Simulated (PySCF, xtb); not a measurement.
C2H7BeNS, SMILES C[N](C)[Be][SH]. Other conformers were not sampled.

Harmonic wavenumbers (cm⁻¹) from GFN2-xTB (xtb) at its own minimum, in rising order: 65, 128, 159, 224, 226, 237, 302, 347, 476, 531, 916, 1051, 1088, 1106, 1136, 1169, 1339, 1411, 1424, 1479, 1488, 1494, 1505, 2500, 2902, 2904, 2925, 2932, 3031, 3032.

What does PySCF with r2SCAN-D4/def2-SVP give at its own minimum? (An estimate is asked for; the answer gives what the named calculation found.)

93, 140, 211, 240, 252, 303, 349, 397, 476, 654, 942, 1081, 1100, 1157, 1161, 1206, 1410, 1422, 1447, 1453, 1454, 1477, 1521, 2684, 2958, 2963, 3017, 3026, 3107, 3107. Paired by order, the mean absolute difference is 48 cm⁻¹ and the zero-point energies are 56.5 and 58.3 kcal/mol.
